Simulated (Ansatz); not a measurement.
Compare A (`CN([SiH3])[SiH2]Cl`) with its isomer B (`C[SiH2][SiH](N)Cl`).

Computed with Ansatz on PBE0-D4/def2-TZVP structures; ΔE is electronic, products minus reactants. CCSD(T)/CBS is the MP2 limit (def2-TZVPP, def2-QZVPP) plus CCSD(T) − MP2 in def2-TZVPP, frozen cores. DFT in def2-TZVPP. B3LYP here is the variant with VWN-RPA as its local correlation; programs differ in this. Each species was taken in one conformer, which may not be the lowest.

Problem. Which isomer does CCSD(T)/CBS put lower? Give the gap. (Estimate.)

Solution. The calculation gave: B, by 5.9 kcal/mol.

Problem. Give E(B) − E(A) in kcal/mol with B3LYP-D4, LDA (SPW92), HF/def2-TZVPP, r2SCAN-D4, B3LYP, PBE-D4, PBE0-D4. (Best estimate.)

Solution. Ansatz gave: B3LYP-D4 -6.0, LDA (SPW92) -9.3, HF/def2-TZVPP -1.7, r2SCAN-D4 -8.5, B3LYP -6.9, PBE-D4 -10.6, PBE0-D4 -9.4. None reverses the order clearly.

Problem. Does the order hold for the free energy at 298.15 K (harmonic terms from PBE0-D4)? (An estimate is asked.)

Solution. The calculation gave: Yes: G(B) − G(A) = -4.8 kcal/mol, for one conformer each. Modes under 60 cm⁻¹, often nearly free rotors, make the harmonic entropy too high.

Largest T1 diagnostic: 0.011.

From PBE to PBE0 (25 % exact exchange), in def2-TZVPP and without D4, E(B) − E(A) moves by +1.4 kcal/mol. Leaving LDA and LC-ωPBE aside and taking each functional with its dispersion term where it has one, the values, not all of them listed here, spread over 6.3 kcal/mol, from PBE-D4 to BHLYP-D4. LDA lies +1.9 kcal/mol from PBE without D4.
